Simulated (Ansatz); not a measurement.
C₂H₈ClNOSi, SMILES `CO[Si](C)(N)Cl`, relaxed with RKS PBE0-D4/def2-TZVP in the Gaussian-basis code of Ansatz from a GFN2-xTB geometry. The force threshold is 0.005 eV/Å; the program also tests the step.

Total charge 0; spin multiplicity 1.

Start:

```xyz
14

C    -0.297    1.802    1.062
O    -0.631    0.445    1.149
Si   -0.337   -0.735    0.073
C     1.497   -1.053   -0.294
N    -1.088   -0.334   -1.430
Cl   -1.154   -2.311    1.039
H    -0.771    2.312    1.901
H     0.785    1.934    1.124
H    -0.653    2.231    0.124
H     1.636   -1.952   -0.885
H     1.937   -0.226   -0.843
H     2.062   -1.179    0.625
H    -2.040   -0.001   -1.419
H    -0.948   -0.934   -2.226
```

Question: By how much does the energy fall, and how many steps does the optimiser take? (Best estimate.)

Answer: The calculation gave: 0.08 eV, in 12 steps.

Question: Which bonds change most? (An estimate is asked.)

Answer: Ansatz gave: Si3–C4 from 1.897 to 1.851 Å; Si3–Cl6 from 2.021 to 2.063 Å; Si3–N5 from 1.728 to 1.706 Å; C1–O2 from 1.400 to 1.410 Å.

Question: Give the relaxed structure. (Best estimate.)

Answer: Ansatz gave: 
```xyz
14

C    -0.266    1.791    1.010
O    -0.592    0.433    1.209
Si   -0.331   -0.732    0.095
C     1.457   -1.039   -0.274
N    -1.131   -0.312   -1.351
Cl   -1.104   -2.414    1.007
H    -0.794    2.381    1.761
H     0.810    1.959    1.131
H    -0.565    2.137    0.014
H     1.577   -1.858   -0.987
H     1.926   -0.146   -0.696
H     1.989   -1.312    0.639
H    -2.125   -0.144   -1.342
H    -0.851   -0.746   -2.216
```
